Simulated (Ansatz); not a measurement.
**Which method gave which barrier?**

Saddle point of BSiH$_{5}$OF$_{2}$, singlet (BSiH₃F₂ ([F][B]([F])[SiH3]) + H₂O → BHOF₂ ([OH][B]([F])[F]) + SiH₄; bonds formed: B1–O6, Si2–H5; bonds broken: B1–Si2, H5–O6), PBE0-D4/def2-TZVP structure:

```
10
angstrom
B -0.4245 -0.8777 0.2627
Si 0.9735 0.6808 -0.6573
F -1.2875 -1.2357 -0.7119
F 0.3880 -1.8169 0.7615
H -0.3901 0.5425 0.6970
O -1.1478 -0.0944 1.3825
H 0.3836 1.8809 -1.3138
H 2.1303 1.0997 0.1766
H 1.4356 -0.2576 -1.7115
H -2.0609 0.0784 1.1141
```

Program: Ansatz 0.2.0. Basis: def2-TZVPP, with def2-QZVPP for the basis limit. Cores are frozen in the correlated methods. Extrapolation: Hartree–Fock as exp(−7.88 √X), correlation as X^−2.97. Four methods, as single points on the PBE0-D4 structures, gave these electronic barriers from the start structure: 1.030, 1.105, 1.294, 1.844 eV.

Q: The methods were, in alphabetical order, BLYP-D4, CCSD(T), HF, r2SCAN-D4. Which gave which? (Judge from chemistry; the calculation decides.)

A: The calculation gives: r2SCAN-D4 1.030; BLYP-D4 1.105; CCSD(T) 1.294; HF 1.844 eV. For comparison, CCSD(T) at an estimated basis limit (MP2 extrapolated from triple and quadruple zeta, plus CCSD(T) − MP2 in triple zeta) gives 1.294 eV.

No T1 diagnostic of these runs exceeds 0.013.

Labels in which every atom is bracketed show which atoms are joined, not bond orders.

For scale, one of the runs: CCSD(T)/def2-TZVPP, 236 basis functions, launched by `ansatz run in.yaml --threads 4 --pin off --events-out ev --progress --plain --max-ram 9574MiB`. Hardware: 4 CPU threads of an Arm Neoverse V2, shared host. Wall time 2.2 min; peak host memory 4.6 GiB.
